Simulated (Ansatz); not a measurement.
`C[SiH](Cl)[SbH2]` + `NC=O` → `O=C[NH][SbH2]` + `C[SiH2]Cl`  (cleavage of the Sb–Si bond)

Gas-phase electronic energies from Ansatz, PBE0-D4/def2-TZVP geometries. CCSD(T)/CBS adds triple-zeta CCSD(T) − MP2 to the extrapolated MP2 energy (def2 sets, frozen cores). This one scheme is used for every species. Elements past krypton have def2 core potentials. For Sb outer-core shells are correlated without core-valence functions, which leaves a few kJ/mol of doubt a bond. One conformer a species, not always the lowest.

```csv
species,CCSD/def2-TZVPP energy (Eh)
`C[SiH](Cl)[SbH2]`,-1030.04543
`NC=O`,-169.62220
`O=C[NH][SbH2]`,-409.79705
`C[SiH2]Cl`,-789.85773
```

(1) Work out ΔE.

Largest T1 diagnostic among the species: 0.017.

Results:

(1) ΔE = (-409.79705) + (-789.85773) − (-1030.04543) − (-169.62220) = 0.01285 Eh = +8.1 kcal/mol. CCSD(T)/CBS gives +8.7 kcal/mol.

From BLYP to BHLYP (50 % exact exchange), in def2-TZVPP and without D4, ΔE moves by +0.8 kcal/mol. Leaving LDA and LC-ωPBE aside and taking each functional with its dispersion term where it has one, the values, not all of them listed here, spread over 5.4 kcal/mol, from B97M-V to HSE06-D4.
